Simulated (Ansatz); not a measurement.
Species: C5H7Si, net charge 0, doublet state. It need not be the lowest isomer of its formula. SMILES: [SiH3]C1=CCC=[C]1
Coordinates optimised at B3LYP-D3(BJ)/def2-TZVP (Ansatz, a program for electronic structure):
```
C
C 1 1.3540
H 2 1.0816 1 125.89
C 1 1.4612 2 105.07 3 -180.00
C 4 1.3284 1 114.77 2 0.00
H 5 1.0782 4 129.44 1 -180.00
C 2 1.5045 3 123.26 1 180.00
H 7 1.0963 2 111.57 3 -59.54
H 7 1.0963 8 106.57 2 -122.00
Si 1 1.8591 2 127.08 3 0.00
H 10 1.4811 1 108.45 2 0.00
H 10 1.4819 11 109.43 1 120.82
H 10 1.4819 11 109.43 12 118.36
```
Charge 0, spin multiplicity 2.

Atomisation energy built up term by term with Ansatz (kcal/mol; UHF references for open shells; valence terms freeze the core; atomic spin-orbit terms are left out). CBS marks a two-point X^-3 extrapolation of the correlation energy; Hartree-Fock from the larger set.

The UHF reference is spin-contaminated (<S^2> 0.49 over the pure value in the largest basis). 

| term | basis | kcal/mol |
|---|---|---|
| Hartree-Fock | cc-pV(Q+d)Z | … |
| CCSD correlation | CBS(cc-pV(T+d)Z,cc-pV(Q+d)Z) | 290.98 |
| (T) | CBS(cc-pV(T+d)Z,cc-pV(Q+d)Z) | … |
| core correlation | cc-pwCVTZ | 5.29 |
| scalar relativity (X2C) | cc-pVTZ-DK against cc-pVTZ | -1.49 |
| sum: De |  | … |

Problem. What belongs in the gaps?

Solution. 
- Hartree-Fock, kcal/mol: 952.54
- (T), kcal/mol: 23.16
- sum: De, kcal/mol: 1270.5
